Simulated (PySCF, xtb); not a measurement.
C4H12Si2, SMILES C=C(C)[SiH2][SiH2]C. One conformer was computed; it need not be the lowest.

Harmonic wavenumbers (cm⁻¹) from GFN2-xTB (xtb 6.7.1) at its own minimum, in rising order: 14, 34, 81, 130, 140, 144, 248, 349, 360, 380, 446, 459, 565, 582, 632, 649, 677, 711, 749, 802, 814, 827, 836, 905, 965, 1012, 1040, 1218, 1374, 1401, 1426, 1485, 1491, 1494, 1495, 1685, 2144, 2161, 2177, 2187, 2994, 3010, 3018, 3032, 3034, 3038, 3057, 3107.

**Question.** What does PySCF 2.14.0 with PBE-D3(BJ)/def2-SVP give at its own minimum? (An estimate is asked for; the answer gives what the named calculation found.)

**Answer.** 33, 46, 76, 154, 155, 167, 236, 340, 344, 378, 438, 483, 603, 609, 636, 666, 681, 713, 763, 851, 857, 887, 903, 905, 933, 970, 1013, 1183, 1212, 1334, 1368, 1385, 1386, 1396, 1410, 1633, 2120, 2129, 2138, 2147, 2951, 2979, 3025, 3041, 3051, 3081, 3082, 3142. Paired by order, the mean absolute difference is 35 cm⁻¹ and the zero-point energies are 86.6 and 85.8 kcal/mol.
